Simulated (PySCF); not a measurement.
**Ionisation energy of Ta by level of theory**

Ta [Xe] 4f14 5d3 6s2 (4F) → Ta⁺ [Xe] 4f14 5d3 6s1 (5F), as a difference of total energies. All numbers are calculated (PySCF 2.14, a scalar-relativistic core potential, in def2-SVP with the def2 core potential (60 electrons)). Correlated levels: valence: 5s2 5p6 frozen. The calculations carry no spin-orbit coupling.

```tsv
method	ionisation energy (eV)
UHF	5.730
TPSS	7.094
MN15	7.704
MP2 (valence)	6.585
SCS-MP2 (valence)	6.745
```

Errors of the correlated levels include the incompleteness of this basis and the frozen core.

MP2 underrates the near-degeneracy of ns² with np² in the lower species.

Question: Which method comes closest to the reference value, and which is furthest?

Answer: The reference is 7.573 eV (measured; NIST levels, between the centres of gravity of the two terms). Closest: MN15 (error 0.131 eV); furthest: UHF (error -1.843 eV).
